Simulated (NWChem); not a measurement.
System: C3H3ClF2; SMILES F[C@@H]1C[C@@]1(F)Cl

NWChem input:

```
start job
memory heap 200 mb stack 900 mb global 1100 mb
geometry units angstroms noautosym nocenter noautoz
  F      0.040608    -2.140268    -0.610624
  C      0.653448    -1.004477    -0.227281
  C      0.526114    -0.592245     1.217487
  C     -0.209399     0.147665     0.152021
  F     -1.534422    -0.026559     0.081045
  Cl     0.274754     1.773622    -0.283278
  H      1.588367    -0.813629    -0.764547
  H      1.375860    -0.122025     1.717095
  H     -0.103727    -1.240372     1.834296
end
basis spherical
  * library pcsseg-1
end
dft
  xc slater vwn_5
  iterations 150
end
property
  shielding
end
task dft property
```

All runs use the structure optimised with PBE0/def2-SVP.

GIAO values for the isolated, static molecule; σ is the absolute isotropic shielding, δ = σ(reference) − σ with the isolated reference molecule computed at the same levels (13C: tetramethylsilane, 19F: trichlorofluoromethane, 1H: tetramethylsilane).

Atoms are numbered as in the input.

Task: Predict the main results of this run. (LDA (Slater exchange, VWN5)/pcSseg-1, GIAO.) Quantities: δ F1 (ppm); δ C3 (ppm); δ C4 (ppm); δ F5 (ppm); σ Cl6 (ppm); δ H7 (ppm); δ H8 (ppm).

Result: 
```json
{
 "δ F1 (ppm)": "-256.0",
 "δ C3 (ppm)": "27.5",
 "δ C4 (ppm)": "104.4",
 "δ F5 (ppm)": "-194.5",
 "σ Cl6 (ppm)": "662.5",
 "δ H7 (ppm)": "4.49",
 "δ H8 (ppm)": "1.32"
}
```
